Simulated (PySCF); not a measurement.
Isomers C₆H₈F₃OP:

A. `O=[P@@]1(C(C)C)C=C1C(F)(F)F`
B. SMILES O=[P@@](C=C)(C1CC1)C(F)(F)F
C. SMILES FC(F)=C(F)P1CCOCC1
D. `C[C@H]1C[P@@](=O)(C(F)=C(F)F)C1`

Spectrum 1. ¹H NMR (400 MHz, computed): δ 4.00 (m, 4H), 1.93 (m, 4H). ¹³C{¹H} NMR (computed): δ 168.5 (C), 141.6 (C), 69.1 (CH2), 27.5 (CH2).

Spectrum 2. ¹H NMR (400 MHz, computed): δ 2.95 (m, 2H), 2.41 (m, 2H), 2.31 (m, 1H), 1.19 (d, 3H). ¹³C{¹H} NMR (computed): δ 169.8 (C), 140.0 (C), 46.9 (CH2), 26.5 (CH3), 19.3 (CH).

Spectrum 3. ¹H NMR (400 MHz, computed): δ 9.19 (m, 1H), 2.83 (m, 1H), 1.60 (m, 3H), 0.68 (m, 3H). ¹³C{¹H} NMR (computed): δ 175.9 (C), 169.2 (CH), 130.1 (C), 37.7 (CH), 21.3 (CH3), 18.5 (CH3).

Spectrum 4. ¹H NMR (400 MHz, computed): δ 7.01 (m, 1H), 6.89 (m, 1H), 6.48 (m, 1H), 1.33 (m, 1H), 0.93 (m, 1H), 0.88 (m, 1H), 0.82 (m, 1H), 0.76 (m, 1H). ¹³C{¹H} NMR (computed): δ 148.4 (CH2), 135.7 (CH), 132.7 (C), 8.0 (CH), 4.1 (CH2), 1.6 (CH2).

Method: PBE0/pcSseg-1 with gauge-including orbitals, GFN2-xTB geometry, in PySCF (isolated molecule, equivalent nuclei averaged, non-relativistic, single conformer).

Referencing at the same level of theory: ¹H (σref 31.72) and ¹³C (σref 186.93) against TMS. Splittings of carbon signals by F and P are missing where no couplings were computed. Where no couplings were computed, multiplicities follow the n + 1 count of equivalent neighbours, and m marks all less simple cases (inequivalent or close neighbours, rings, F or P nearby). Shifts are as computed. Against solution values, carbons near 30 ppm lie about +3 ppm off and those near 130 ppm about +5 ppm. Of 1211 compounds with measured shifts, 218 miss one by over three times the rms of a fit or turn the order of signals round; such compounds aren't used in these exercises.

Which spectrum belongs to which compound?

Answers

1–C, 2–D, 3–A, 4–B.

- Spectrum 1 (C): 4 ¹³C signals; δC 141.6 is a fully substituted alkene carbon; δC 69.1 is an sp3 CH2 bonded to O.
- Spectrum 2 (D): 5 ¹³C signals; δC 140.0 is a fully substituted alkene carbon; δC 26.5 is a methyl carbon.
- Spectrum 3 (A): 6 ¹³C signals; δC 130.1 is a CF3 carbon; δC 21.3 is a methyl carbon.
- Spectrum 4 (B): 6 ¹³C signals; δC 148.4 is a terminal =CH2 carbon; δC 135.7 is an alkene CH.
